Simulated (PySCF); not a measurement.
Sn (tin, neutral) across methods

[Kr] 4d10 5s2 5p2, high-spin 3P determinant. All numbers are calculated (PySCF 2.14, scalar relativity through the core potential, in def2-QZVPPD with the def2 core potential (28 electrons)).

| method | E (hartree) | mean ε 5s α (eV) | mean ε 5s β (eV) | mean ε 5p α (eV) | Σ⟨r²⟩ (bohr²) | ⟨S²⟩ |
| --- | --- | --- | --- | --- | --- | --- |
| UHF | -213.34066 | -15.616 | -12.021 | -7.266 | 58.87 | 2.012 |
| B3LYP | -214.3284 | -12.029 | -10.722 | -4.732 | 58.18 | 2.002 |
| PBE | -214.2504 | -10.969 | -9.851 | -4.114 | 58.27 | 2.002 |
| revPBE | -214.3043 | -10.904 | -9.714 | -4.090 | 58.24 | 2.002 |
| r2SCAN | -214.3314 | -11.418 | -9.926 | -4.402 | 57.59 | 2.005 |
| LDA | -213.9114 | -11.213 | -10.241 | -4.166 | 58.04 | 2.001 |
| wB97X-V | -214.2254 | -14.880 | -13.002 | -6.931 | 57.91 | 2.004 |
| PBE0 | -214.2596 | -12.323 | -10.652 | -5.029 | 57.95 | 2.003 |

(1) Estimate the same row for LC-wPBE.

Energies and moments cover only the electrons outside the core potential.

## Answers

(1) E (hartree) = -214.2785; mean ε 5s α (eV) = -15.460; mean ε 5s β (eV) = -13.113; mean ε 5p α (eV) = -7.414; Σ⟨r²⟩ (bohr²) = 57.29; ⟨S²⟩ = 2.007.
